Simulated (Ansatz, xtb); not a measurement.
## Group exchange: HOF + C3H8Si → SiH3(OH) + C3H5F

Species: HOF (hypofluorous acid) `OF`, singlet; C3H8Si (prop-2-enylsilane) `C=CC[SiH3]`, singlet; SiH3(OH) (silanol), singlet; C3H5F (allyl fluoride) `C=CCF`, singlet. The partners trade F for SiH3: O–F and C–SiH3 bonds give way to O–SiH3 and C–F.

Shapes, held fixed at every level: PBE0-D4/def2-TZVP. Flexible molecules stand in one conformer, not always the lowest. Programs: Ansatz 0.2.0, xtb 6.7.1. Electronic energies: no zero-point or thermal term.

(1) Estimate ΔE of this reaction.

## Answers

(1) The highest level, CCSD(T)/CBS estimate, gives ΔE = -433.9 kJ/mol; the levels span -447.2 to -420.4. The column of differences is taken from that level and isn't an error. No measured value is set beside it here. The CBS estimate extrapolates MP2 from def2-TZVPP and def2-QZVPP and adds CCSD(T) − MP2 in the triple-zeta set, cores frozen.

| level | kind | ΔE (kJ/mol) | less CCSD(T)/CBS estimate |
| --- | --- | --- | --- |
| GFN2-xTB | semi-empirical | -439.6 | -5.7 |
| r2SCAN-D4/def2-TZVPP | meta-GGA | -420.4 | +13.5 |
| B3LYP-D4/def2-TZVPP | global hybrid | -421.8 | +12.1 |
| wB97M-V/def2-TZVPP | range-separated hybrid | -424.7 | +9.2 |
| B2PLYP/def2-TZVPP | double hybrid | -437.1 | -3.2 |
| MP2/def2-TZVPP | perturbation theory | -447.2 | -13.3 |
| CCSD(T)/def2-TZVPP | coupled cluster or CI | -427.2 | +6.7 |
| CCSD(T)/CBS estimate | coupled cluster or CI | -433.9 | 0.0 |
